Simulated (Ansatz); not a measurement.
`[GaH2][Br]`, relaxed with RKS PBE0-D4/def2-TZVP in the Gaussian-basis code of Ansatz from a PBE-D4/def2-SVP geometry. The force threshold is 0.005 eV/Å; the program also tests the step.

Charge 0, multiplicity 1.

Start:

```xyz
4

Ga    0.219    0.097   -0.050
Br   -1.852   -0.818    0.422
H     0.549    1.432    0.708
H     1.085   -0.711   -1.081
```

(1) How much energy does the relaxation release, and in how many steps? (Best estimate.)

(2) Which bonds change most? (An estimate is asked.)

(3) Give the relaxed structure. (Best estimate.)

Answers

(1) Ansatz gave: 0.51 kJ/mol, in 2 steps.

(2) Computed: Ga1–Br2 from 2.313 to 2.294 Å; Ga1–H3 from 1.571 to 1.557 Å; Ga1–H4 from 1.570 to 1.557 Å.

(3) Ansatz gave: 
```xyz
4

Ga    0.215    0.095   -0.049
Br   -1.840   -0.812    0.420
H     0.547    1.418    0.700
H     1.078   -0.701   -1.071
```
